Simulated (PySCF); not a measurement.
# Electron correlation in Zn (zinc, neutral)

[Ar] 3d10 4s2, closed-shell 1S. Computed with PySCF 2.14 in x2c-TZVPall (6s5p4d1f, 48 functions), with the spin-free X2C one-electron Hamiltonian (Gaussian nucleus). Frozen: [Ar]; 12 electrons correlated.

MP2 pair energies summed by pair of shells (mhartree):

```
 pair   energy  share (%)
3d-3d  -355.33       86.2
3d-4s   -34.24        8.3
4s-4s   -22.54        5.5
```

Total MP2 correlation energy: -412.11 mhartree.

Same-spin part -146.73 and opposite-spin part -265.38 mhartree; SCS-MP2 scales them by 1/3 and 6/5 to -367.37 mhartree.

```json
{"level": "CCSD", "correlation energy (mhartree)": "-382.14"}
{"level": "(T)", "correlation energy (mhartree)": "-9.90"}
{"level": "CCSD(T)", "correlation energy (mhartree)": "-392.04"}
```

Diagnostics: T1 = 0.017, D1 = 0.0438, largest double amplitude 0.114.

Problem. Is a single reference adequate?

Solution. Mostly. T1 lies below 0.03, but a double amplitude of this size points to a near-degeneracy that CCSD handles and MP2 describes poorly.
